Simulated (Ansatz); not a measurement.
Ansatz (a first-principles code) input for Te(Me)(OSiH3) (CH₆OSiTe), SMILES [Te](C)O[SiH3], PBE-D3(BJ)/def2-SVP. 

Ansatz 0.2 input:
```yaml
crystal:
  periodic: [false, false, false]
  atoms:
    - {symbol: Te, position_ang: [-0.53918774, -0.04892405, 0.70980310]}
    - {symbol: C, position_ang: [-0.83987487, 1.80269398, -0.35326571]}
    - {symbol: H, position_ang: [-1.67384531, 2.31105896, 0.11486815]}
    - {symbol: H, position_ang: [-1.06631612, 1.60239123, -1.39422967]}
    - {symbol: H, position_ang: [0.05322984, 2.41118944, -0.27722124]}
    - {symbol: O, position_ang: [1.16466433, -0.50256567, -0.21178108]}
    - {symbol: Si, position_ang: [1.53395865, -0.61707081, -1.78390574]}
    - {symbol: H, position_ang: [0.60801843, -1.50675035, -2.48749452]}
    - {symbol: H, position_ang: [2.88746450, -1.13713837, -1.66426818]}
    - {symbol: H, position_ang: [1.47572447, 0.70665238, -2.41289214]}
basis:
  gaussian:
    orbitals: def2-SVP
hamiltonian:
  xc: pbe
  dispersion: d3bj
relax: {f_tol: 0.002, max_steps: 200}
```

Program output:

```
[...]
these checks for a lower state are left out or cut short: starts, cluster_reference, orbital_swaps, neighbouring_geometries, increment
integrals: 0.05 GiB planned
1165 factors; their error is unknown
mean field: 0.27 GiB planned
mean field -18339.62661407 eV, -673.9688470218 hartree, gradient 9.6e-6 eV, S^2 0.000000; 0 other end points of the search recorded, 0 dependent functions left out
the calculation of the forces begins
reference -18339.62665167 eV, -673.9688484036 hartree; 29, 29 occupied and 73, 73 virtual orbitals, 1165 factors
relax step   5: F+E_penalty+E_count = -18339.85715641 eV  Δ(F+E_penalty+E_count) = -1.501e-2 eV  max|allowed force component| = 3.213e-1 eV/Å  Δτ_max = 0.0447 Å  (31 SCF iters, accepted)
these checks for a lower state are left out or cut short: starts, cluster_reference, orbital_swaps, neighbouring_geometries, increment
integrals: 0.05 GiB planned
1165 factors; their error is unknown
mean field: 0.27 GiB planned
mean field -18339.63864040 eV, -673.9692889812 hartree, gradient 2.4e-5 eV, S^2 0.000000; 0 other end points of the search recorded, 0 dependent functions left out
the calculation of the forces begins
reference -18339.63867817 eV, -673.9692903690 hartree; 29, 29 occupied and 73, 73 virtual orbitals, 1165 factors
relax step   6: F+E_penalty+E_count = -18339.86686210 eV  Δ(F+E_penalty+E_count) = -9.706e-3 eV  max|allowed force component| = 6.453e-2 eV/Å  Δτ_max = 0.1521 Å  (29 SCF iters, accepted)
these checks for a lower state are left out or cut short: starts, cluster_reference, orbital_swaps, neighbouring_geometries, increment
integrals: 0.05 GiB planned
1165 factors; their error is unknown
mean field: 0.27 GiB planned
mean field -18339.64503942 eV, -673.9695241410 hartree, gradient 9.6e-6 eV, S^2 0.000000; 0 other end points of the search recorded, 0 dependent functions left out
the calculation of the forces begins
reference -18339.64507725 eV, -673.9695255312 hartree; 29, 29 occupied and 73, 73 virtual orbitals, 1165 factors
relax step   7: F+E_penalty+E_count = -18339.87331923 eV  Δ(F+E_penalty+E_count) = -6.457e-3 eV  max|allowed force component| = 5.694e-2 eV/Å  Δτ_max = 0.1416 Å  (27 SCF iters, accepted)
these checks for a lower state are left out or cut short: starts, cluster_reference, orbital_swaps, neighbouring_geometries, increment
integrals: 0.05 GiB planned
1165 factors; their error is unknown
mean field: 0.27 GiB planned
mean field evaluation 64: about -18339.6439 eV, gradient 4.4e-4 eV
mean field -18339.64393511 eV, -673.9694835582 hartree, gradient 1.7e-5 eV, S^2 0.000000; 0 other end points of the search recorded, 0 dependent functions left out
the calculation of the forces begins
reference -18339.64397306 eV, -673.9694849527 hartree; 29, 29 occupied and 73, 73 virtual orbitals, 1165 factors
relax step   8: F+E_penalty+E_count = -18339.87154431 eV  Δ(F+E_penalty+E_count) = +1.775e-3 eV  max|allowed force component| = 3.776e-1 eV/Å  Δτ_max = 0.1954 Å  (29 SCF iters, rejected (line search))
these checks for a lower state are left out or cut short: starts, cluster_reference, orbital_swaps, neighbouring_geometries, increment
integrals: 0.05 GiB planned
1165 factors; their error is unknown
mean field: 0.27 GiB planned
mean field -18339.64815850 eV, -673.9696387650 hartree, gradient 1.0e-5 eV, S^2 0.000000; 0 other end points of the search recorded, 0 dependent functions left out
the calculation of the forces begins
reference -18339.64819635 eV, -673.9696401557 hartree; 29, 29 occupied and 73, 73 virtual orbitals, 1165 factors
relax step   9: F+E_penalty+E_count = -18339.87584086 eV  Δ(F+E_penalty+E_count) = -2.522e-3 eV  max|allowed force component| = 8.301e-2 eV/Å  Δτ_max = 0.0977 Å  (30 SCF iters, accepted)
these checks for a lower state are left out or cut short: starts, cluster_reference, orbital_swaps, neighbouring_geometries, increment
integrals: 0.05 GiB planned
1165 factors; their error is unknown
mean field: 0.27 GiB planned
mean field -18339.65124261 eV, -673.9697521038 hartree, gradient 1.1e-5 eV, S^2 0.000000; 0 other end points of the search recorded, 0 dependent functions left out
the calculation of the forces begins
reference -18339.65128049 eV, -673.9697534959 hartree; 29, 29 occupied and 73, 73 virtual orbitals, 1165 factors
relax step  10: F+E_penalty+E_count = -18339.87956717 eV  Δ(F+E_penalty+E_count) = -3.726e-3 eV  max|allowed force component| = 1.222e-1 eV/Å  Δτ_max = 0.0969 Å  (30 SCF iters, accepted)
these checks for a lower state are left out or cut short: starts, cluster_reference, orbital_swaps, neighbouring_geometries, increment
integrals: 0.05 GiB planned
1165 factors; their error is unknown
mean field: 0.27 GiB planned
mean field -18339.65426441 eV, -673.9698631529 hartree, gradient 2.2e-5 eV, S^2 0.000000; 0 other end points of the search recorded, 0 dependent functions left out
the calculation of the forces begins
reference -18339.65430238 eV, -673.9698645482 hartree; 29, 29 occupied and 73, 73 virtual orbitals, 1165 factors
relax step  11: F+E_penalty+E_count = -18339.88250685 eV  Δ(F+E_penalty+E_count) = -2.940e-3 eV  max|allowed force component| = 8.828e-2 eV/Å  Δτ_max = 0.0638 Å  (29 SCF iters, accepted)
these checks for a lower state are left out or cut short: starts, cluster_reference, orbital_swaps, neighbouring_geometries, increment
integrals: 0.05 GiB planned
1165 factors; their error is unknown
mean field: 0.27 GiB planned
mean field -18339.65581648 eV, -673.9699201906 hartree, gradient 2.2e-5 eV, S^2 0.000000; 0 other end points of the search recorded, 0 dependent functions left out
the calculation of the forces begins
reference -18339.65585448 eV, -673.9699215871 hartree; 29, 29 occupied and 73, 73 virtual orbitals, 1165 factors
relax step  12: F+E_penalty+E_count = -18339.88403012 eV  Δ(F+E_penalty+E_count) = -1.523e-3 eV  max|allowed force component| = 7.025e-2 eV/Å  Δτ_max = 0.0291 Å  (29 SCF iters, accepted)
these checks for a lower state are left out or cut short: starts, cluster_reference, orbital_swaps, neighbouring_geometries, increment
integrals: 0.05 GiB planned
1165 factors; their error is unknown
mean field: 0.27 GiB planned
mean field evaluation 96: about -18339.6870 eV, gradient 2.0e0 eV
mean field -18339.65787628 eV, -673.9699958868 hartree, gradient 2.1e-5 eV, S^2 0.000000; 0 other end points of the search recorded, 0 dependent functions left out
the calculation of the forces begins
reference -18339.65791429 eV, -673.9699972834 hartree; 29, 29 occupied and 73, 73 virtual orbitals, 1165 factors
relax step  13: F+E_penalty+E_count = -18339.88580938 eV  Δ(F+E_penalty+E_count) = -1.779e-3 eV  max|allowed force component| = 4.743e-2 eV/Å  Δτ_max = 0.0694 Å  (27 SCF iters, accepted)
these checks for a lower state are left out or cut short: starts, cluster_reference, orbital_swaps, neighbouring_geometries, increment
integrals: 0.05 GiB planned
1165 factors; their error is unknown
mean field: 0.27 GiB planned
mean field -18339.65882979 eV, -673.9700309274 hartree, gradient 2.1e-5 eV, S^2 0.000000; 0 other end points of the search recorded, 0 dependent functions left out
the calculation of the forces begins
reference -18339.65886779 eV, -673.9700323239 hartree; 29, 29 occupied and 73, 73 virtual orbitals, 1165 factors
relax step  14: F+E_penalty+E_count = -18339.88654801 eV  Δ(F+E_penalty+E_count) = -7.386e-4 eV  max|allowed force component| = 4.553e-2 eV/Å  Δτ_max = 0.0604 Å  (29 SCF iters, accepted)
these checks for a lower state are left out or cut short: starts, cluster_reference, orbital_swaps, neighbouring_geometries, increment
integrals: 0.05 GiB planned
1165 factors; their error is unknown
mean field: 0.27 GiB planned
mean field -18339.65899451 eV, -673.9700369809 hartree, gradient 2.2e-5 eV, S^2 0.000000; 0 other end points of the search recorded, 0 dependent functions left out
the calculation of the forces begins
reference -18339.65903251 eV, -673.9700383772 hartree; 29, 29 occupied and 73, 73 virtual orbitals, 1165 factors
relax step  15: F+E_penalty+E_count = -18339.88672115 eV  Δ(F+E_penalty+E_count) = -1.731e-4 eV  max|allowed force component| = 2.224e-2 eV/Å  Δτ_max = 0.0242 Å  (29 SCF iters, accepted)
these checks for a lower state are left out or cut short: starts, cluster_reference, orbital_swaps, neighbouring_geometries, increment
integrals: 0.05 GiB planned
1165 factors; their error is unknown
mean field: 0.27 GiB planned
mean field -18339.65903694 eV, -673.9700385400 hartree, gradient 2.2e-5 eV, S^2 0.000000; 0 other end points of the search recorded, 0 dependent functions left out
the calculation of the forces begins
reference -18339.65907493 eV, -673.9700399363 hartree; 29, 29 occupied and 73, 73 virtual orbitals, 1165 factors
relax step  16: F+E_penalty+E_count = -18339.88674193 eV  Δ(F+E_penalty+E_count) = -2.078e-5 eV  max|allowed force component| = 8.565e-3 eV/Å  Δτ_max = 0.0070 Å  (23 SCF iters, accepted)
these checks for a lower state are left out or cut short: starts, cluster_reference, orbital_swaps, neighbouring_geometries, increment
integrals: 0.05 GiB planned
1165 factors; their error is unknown
mean field: 0.27 GiB planned
mean field evaluation 128: about -18339.6590 eV, gradient 1.6e-5 eV
mean field -18339.65895140 eV, -673.9700353968 hartree, gradient 1.6e-5 eV, S^2 0.000000; 0 other end points of the search recorded, 0 dependent functions left out
the calculation of the forces begins
reference -18339.65898939 eV, -673.9700367927 hartree; 29, 29 occupied and 73, 73 virtual orbitals, 1165 factors
relax step  17: F+E_penalty+E_count = -18339.88675026 eV  Δ(F+E_penalty+E_count) = -8.335e-6 eV  max|allowed force component| = 8.382e-3 eV/Å  Δτ_max = 0.0033 Å  (23 SCF iters, accepted)
these checks for a lower state are left out or cut short: starts, cluster_reference, orbital_swaps, neighbouring_geometries, increment
integrals: 0.05 GiB planned
1165 factors; their error is unknown
mean field: 0.27 GiB planned
mean field -18339.65899530 eV, -673.9700370100 hartree, gradient 1.2e-5 eV, S^2 0.000000; 0 other end points of the search recorded, 0 dependent functions left out
the calculation of the forces begins
reference -18339.65903329 eV, -673.9700384061 hartree; 29, 29 occupied and 73, 73 virtual orbitals, 1165 factors
relax step  18: F+E_penalty+E_count = -18339.88676152 eV  Δ(F+E_penalty+E_count) = -1.126e-5 eV  max|allowed force component| = 1.942e-3 eV/Å  Δτ_max = 0.0025 Å  (23 SCF iters, accepted)
integrals: 0.05 GiB planned
1165 factors; their error is unknown
mean field: 0.27 GiB planned
mean field -18339.65899530 eV, -673.9700370100 hartree, gradient 1.2e-5 eV, S^2 0.000000; 1 other end points of the search recorded, 0 dependent functions left out
the calculation of the forces begins
reference -18339.65903329 eV, -673.9700384061 hartree; 29, 29 occupied and 73, 73 virtual orbitals, 1165 factors
Total energy: -18339.88679952 eV, -673.9784086604 hartree
Atom 0 at    -0.807656    -0.127869     0.251293 Å, force    -0.001021     0.000105    -0.000726 eV/Å
Atom 1 at    -0.832477     1.982554    -0.233850 Å, force     0.001050     0.000075     0.000548 eV/Å
Atom 2 at    -1.824767     2.373103     0.067346 Å, force    -0.000115    -0.000575    -0.000097 eV/Å
Atom 3 at    -0.683584     2.124431    -1.319283 Å, force    -0.000246    -0.000237    -0.000162 eV/Å
Atom 4 at    -0.039155     2.485093     0.348584 Å, force    -0.000122     0.000348    -0.000063 eV/Å
Atom 5 at     1.164553    -0.374271    -0.209456 Å, force     0.000298     0.000548     0.001751 eV/Å
Atom 6 at     1.547534    -0.773757    -1.807254 Å, force     0.001660    -0.000312    -0.001942 eV/Å
Atom 7 at     0.984440    -2.110939    -2.214485 Å, force    -0.000630     0.001332    -0.000010 eV/Å
Atom 8 at     3.048885    -0.822571    -1.863289 Å, force    -0.000085    -0.000132     0.000137 eV/Å
Atom 9 at     1.046062     0.265761    -2.779994 Å, force    -0.000787    -0.001153     0.000564 eV/Å
Dipole moment:    -0.352171     0.236754    -0.040262 e Å
```

The calculation finished and met its thresholds.
